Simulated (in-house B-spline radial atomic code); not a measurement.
Values are calculated unless marked as measured or tabulated.
**Softness against transferability: the 4p channel of Sn**

Sn, [Kr] 4d10 5s2 5p2, non-relativistic PBE, spherical and spin-unpolarised, from a B-spline radial code for spherical atoms (atomic units). The all-electron 4p level is ε = -3.217503 hartree, its outermost node lies just inside 0.42 bohr and its outer maximum at 0.80 bohr.

Troullier-Martins pseudo-orbitals are made for several radii. The cutoffs (hartree) are the plane-wave energies beyond which the orbital holds less than the named kinetic energy per electron. The phase error is the difference, pseudo minus all-electron, of arctan(R P'/P) at R = 1.42 bohr for all radii, half a hartree below and above the level.

```
r_c (bohr)  V_l(0) (hartree)  cutoff for 10 mEh  for 1 mEh  for 0.1 mEh  phase error at ε − 0.5 (mrad)  at ε + 0.5 (mrad)
       0.6           -133.77                369      > 450        > 450                          -12.5               -2.1
       0.7            -42.35                112        241          443                           -4.0               -0.6
       0.8             -7.14               44.2       99.1          178                           -2.5               -0.3
      0.91             -1.24               44.6       90.3          115                           -2.1               -0.3
      1.01             -3.47               41.6       81.9          105                           -2.7               -0.4
      1.12             -6.31                 36       62.3         87.6                           -4.7               -0.6
```

Q: Which radius needs the lowest cutoff for 1 mEh while both phase errors stay within 4.1 mrad?

A: The radii within that limit are 0.7, 0.8, 0.91, 1.01 bohr; of these r_c = 1.01 needs the least, 81.9 hartree, that is 164 Ry or 2229 eV.
